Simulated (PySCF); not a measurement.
Job for PySCF: D3(BJ) and D4 dispersion corrections on H4OSi (SMILES O[SiH3]).

```python
from pyscf import gto
from pyscf.dispersion import dftd3, dftd4

mol = gto.M(
    atom='''
    O     0.74738692    0.10192979    2.37386267
    Si    0.30835326   -0.82291889    3.68772311
    H     1.66674868    0.36897394    2.29094090
    H     1.05209503   -2.10339029    3.70245523
    H    -1.13649673   -1.06119779    3.51609245
    H     0.57244258   -0.09987054    4.95279636
    ''',
    basis='def2-svp',
    charge=0, spin=0, verbose=0, max_memory=1800)
d3, d4 = {}, {}
for xc in ['hf', 'pbe', 'blyp', 'revpbe', 'tpss', 'r2scan', 'b3lyp', 'pbe0', 'bhlyp', 'camb3lyp', 'b2plyp']:
    d3[xc] = float(dftd3.DFTD3Dispersion(mol, xc=xc, version='d3bj', atm=False).get_dispersion()['energy'])
    print(f'D3(BJ) {xc:10s} {d3[xc]:14.8f} Eh')
for xc in ['hf', 'pbe', 'blyp', 'revpbe', 'tpss', 'r2scan', 'b3lyp', 'pbe0', 'bhlyp', 'camb3lyp', 'b2plyp']:
    d4[xc] = float(dftd4.DFTD4Dispersion(mol, xc={'camb3lyp': 'cam-b3lyp'}.get(xc, xc), atm=True).get_dispersion()['energy'])
    print(f'D4     {xc:10s} {d4[xc]:14.8f} Eh')
```

Program output:

```
D3(BJ) hf            -0.02539295 Eh
D3(BJ) pbe           -0.00261274 Eh
D3(BJ) blyp          -0.00566937 Eh
D3(BJ) revpbe        -0.00682795 Eh
D3(BJ) tpss          -0.00325647 Eh
D3(BJ) r2scan        -0.00066229 Eh
D3(BJ) b3lyp         -0.00462656 Eh
D3(BJ) pbe0          -0.00220591 Eh
D3(BJ) bhlyp         -0.00365532 Eh
D3(BJ) camb3lyp      -0.00193809 Eh
D3(BJ) b2plyp        -0.00212346 Eh
D4     hf            -0.00947853 Eh
D4     pbe           -0.00236578 Eh
D4     blyp          -0.00543389 Eh
D4     revpbe        -0.00819709 Eh
D4     tpss          -0.00320808 Eh
D4     r2scan        -0.00053683 Eh
D4     b3lyp         -0.00384071 Eh
D4     pbe0          -0.00194429 Eh
D4     bhlyp         -0.00274379 Eh
D4     camb3lyp      -0.00193354 Eh
D4     b2plyp        -0.00162491 Eh
```

The run finished.

Cost: around 0.06 core-seconds (rough).
